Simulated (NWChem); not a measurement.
**Atomisation of C2H8AlN**

```
N
C 1 1.4522
H 2 1.1014 1 111.00
H 2 1.1090 3 107.62 1 -122.65
H 2 1.1090 3 107.62 4 -114.69
C 1 1.4522 2 112.60 3 180.00
H 6 1.1014 1 111.00 2 180.00
H 6 1.1090 7 107.62 1 -122.65
H 6 1.1090 7 107.62 8 -114.69
Al 1 1.7908 2 123.70 3 0.00
H 10 1.5832 1 117.52 2 180.00
H 10 1.5832 11 124.96 7 180.00
```
Charge 0, spin multiplicity 1.

All runs are NWChem calculations. The geometry was optimised at B3LYP/def2-SVP, a minimum by its harmonic frequencies. It is one conformer; others weren't searched.

Basis set: def2-TZVP. The atomisation energy is electronic alone: no zero-point, thermal, spin-orbit or counterpoise terms. No value is extrapolated to the basis-set limit. Free atoms are single determinants with multiplicities Al 2, H 2, N 4, C 3.

B3LYP has NWChem's definition, with VWN1-RPA local correlation. The structure started from a generated list of species. No SCF solution was tested for a lower state. Open-shell Hartree-Fock references start from PBE0 orbitals.

Problem. For the atomisation energy, LDA (SVWN5) gives 1120.6 kcal/mol and BP86 gives 1015.9 kcal/mol. What do PBE0, HF, B3LYP give?

Solution. PBE0: 986.9 kcal/mol; HF: 728.4 kcal/mol; B3LYP: 988.0 kcal/mol.
